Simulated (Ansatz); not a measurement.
AlCl2(NH2) (AlNCl₂H₂). Charge 0, multiplicity 1. Geometry PBE0-D4/def2-SVP; atoms count from 1.

```tsv
atom	x (Å)	y (Å)	z (Å)
Al1	-0.3593	0.4855	-0.3885
Cl2	-0.5829	2.4383	0.3263
Cl3	-1.1863	-0.0433	-2.2353
N4	0.5168	-0.7010	0.5580
H5	0.6683	-1.6641	0.2809
H6	0.9433	-0.5154	1.4586
```

Q: Estimate the Mulliken populations from the PBE0/def2-TZVP orbitals of Ansatz.

A: 
```
atom  charge (e)
 Al1        0.63
 Cl2       -0.25
 Cl3       -0.25
  N4       -0.63
  H5        0.25
  H6        0.25
```
Mulliken values depend strongly on the basis.

Q: And the Mayer bond orders between heavy atoms (over 0.3)?

A: Al1–Cl2 1.19 (2.09 Å); Al1–Cl3 1.19 (2.09 Å); Al1–N4 1.25 (1.75 Å).
